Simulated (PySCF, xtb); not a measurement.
Mg(H)(SH) (H₂MgS), SMILES [MgH][SH].

Harmonic wavenumbers (cm⁻¹) from GFN2-xTB (xtb 6.7.1) at its own minimum, in rising order: 110, 134, 367, 414, 1354, 2410.

Question: What does B3LYP-D3(BJ)/def2-TZVP run with PySCF 2.14.0 give at its own minimum? (Estimate from the structure and the level; the computed values follow.)

Answer: 292, 317, 428, 532, 1654, 2656. Paired by order, the mean absolute difference is 182 cm⁻¹ and the zero-point energies are 6.8 and 8.4 kcal/mol.
